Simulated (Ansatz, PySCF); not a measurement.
C$_{4}$H$_{9}$O (SMILES CCC[CH]O), doublet, at a GFN2-xTB geometry (in this run its highest filled SCF level lies above zero, so its values depend strongly on the basis, on diffuse functions most of all). Base run: REVPBE/STO-3G run with PySCF.

Geometry (Å):
```xyz
14

C      2.3929    -0.2283    -0.0418
C      0.9447    -0.3811    -0.4852
C      0.0218     0.6218     0.2424
C     -1.3931     0.5080    -0.1709
O     -2.1590    -0.4126     0.5093
H      3.0283    -0.9420    -0.5619
H      2.7548     0.7749    -0.2579
H      2.4846    -0.4025     1.0279
H      0.5972    -1.3933    -0.2724
H      0.8697    -0.2175    -1.5625
H      0.0849     0.4371     1.3159
H      0.3807     1.6334     0.0354
H     -1.6953     0.7663    -1.1742
H     -3.0302    -0.4784     0.1082
```
Charge 0, spin multiplicity 2.
Orbitals are unrestricted.
All else is at PySCF's defaults.

The same geometry, method and basis name were run in Ansatz (a program for electronic structure) and PySCF, at each program's defaults and at the settings that a row names. The base is PySCF at its defaults. Differences at the defaults can come from grids, fitting, cores and function types together.

```
code and settings                                                               ΔE vs base (mEh)  basis functions      E (Eh)  SCF cycles  dipole (D)
------------------------------------------------------------------------------  ----------------  ---------------  ----------  ----------  ----------
PySCF, defaults (exact integrals, its default grid, spherical functions)                   0.000               34  -230.00307          10        1.33
Ansatz, defaults (factorised integrals, its default grid, spherical functions)             0.004               34  -230.00307           -           -
PySCF, density fitting with def2-universal-jkfit                                          -1.696               34  -230.00477          10        1.33
PySCF, fine grid                                                                           0.008               34  -230.00306          10        1.33
Ansatz, high accuracy                                                                      0.007               34  -230.00306           -           -
```

Open shells are given as the SCF converged; they aren't shown to be the lowest states, and a large step between rows can be another state.
